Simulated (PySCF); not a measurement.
[PbI3(H2O)]− at several levels of theory

Computed with PySCF 2.14.0 (density fitting, no spin-orbit coupling) at the geometry relaxed with PBE0:

```xyz
7
[PbI3(H2O)]− (singlet)
Pb    0.4055    0.6792   -0.6792
I     1.7786    1.4549    1.8323
I    -2.2102   -0.3844    0.3844
I     1.7786   -1.8323   -1.4549
O    -2.2433    2.0985   -2.0985
H    -2.4426    2.2022   -1.1578
H    -2.4426    1.1578   -2.2022
```

```json
{"level": "PBE0", "basis": "Pb def2-SVP with ECP60, I def2-SVP with ECP28, O def2-SVP, H def2-SVP", "state": "singlet", "HOMO (eV)": "-2.97", "gap (eV)": "4.78", "charge on Pb1 (e)": "0.50", "dipole about the centre of mass (D)": "2.89", "largest force component (eV/Å)": "0.01"}
{"level": "HF", "basis": "the same", "state": "singlet", "HOMO (eV)": "-4.92", "gap (eV)": "9.33", "charge on Pb1 (e)": "0.76", "dipole about the centre of mass (D)": "3.48", "largest force component (eV/Å)": "1.08"}
```

Charges are Mulliken's, which hang on the basis. The relaxation used the grid (50, 194), these runs (75, 302) or, all-electron (x2c bases, spin-free X2C Hamiltonian), (99, 590).

**Question.** What does TPSSh with Pb def2-SVP with ECP60, I def2-SVP with ECP28, O def2-SVP, H def2-SVP give here?

**Answer.** state singlet, HOMO (eV) -2.48, gap (eV) 4.00, charge on Pb1 (e) 0.50, dipole about the centre of mass (D) 2.91, largest force component (eV/Å) 0.31. Time: 15 s on 2 threads of Arm Neoverse V1, on a shared host, from an already converged density.

In the first row's basis the gap widens with exact exchange: 4.0 to 4.8 eV for TPSSh, PBE0 (a fixed share); 9.3 eV for Hartree–Fock (rising or full at long range).
